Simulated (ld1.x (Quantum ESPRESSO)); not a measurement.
**Reading a pseudo-wave (Nd)**

Columns: radius, all-electron u(r) and pseudo u(r) of the 5p shell (level -24.39 eV) of neodymium in the configuration [Kr] 4d10 4f3 5s2 5p6 5d1 6s2 6p0; BP86, non-relativistic, TM scheme, ld1.x (Quantum ESPRESSO) 7.5.

```
r (bohr)  all-electron   pseudo
   0.175       -0.2869  -0.0262
   0.350        0.1487  -0.1017
   0.525        0.4603  -0.2181
   0.700        0.2023  -0.3617
   0.875       -0.2204  -0.5152
   1.050       -0.5691  -0.6585
   1.225       -0.7837  -0.7720
   1.400       -0.8779  -0.8400
   1.575       -0.8847  -0.8556
   1.750       -0.8364  -0.8227
   1.925       -0.7584  -0.7544
   2.100       -0.6680  -0.6674
   2.275       -0.5762  -0.5762
   2.450       -0.4896  -0.4896
   2.625       -0.4112  -0.4112
   2.800       -0.3424  -0.3424
   2.975       -0.2833  -0.2833
   3.150       -0.2331  -0.2331
   3.325       -0.1911  -0.1911
   3.500       -0.1561  -0.1561
   3.675       -0.1271  -0.1271
   3.850       -0.1033  -0.1033
   4.025       -0.0837  -0.0837
   4.200       -0.0677  -0.0677
   4.375       -0.0547  -0.0547
   4.550       -0.0441  -0.0441
```

How many radial nodes do the two functions have?

The all-electron 5p function has n − l − 1 = 3 (the table is too coarse to show those close to the nucleus); the pseudo-wave has 0, since the states of the same l below it are removed with the core.

At about which radius was the pseudo-wave matched?

2.40 bohr, where the columns begin to agree (steps of 0.17 bohr).

Where does each function peak?

Outermost all-electron maximum near 1.57 bohr, pseudo maximum near 1.57 bohr (to the table’s step).

Is the pseudo-wave norm-conserving?

Yes: the TM scheme keeps the norm inside the radius equal to the all-electron one, which fixes the energy derivative of the logarithmic derivative at the level.
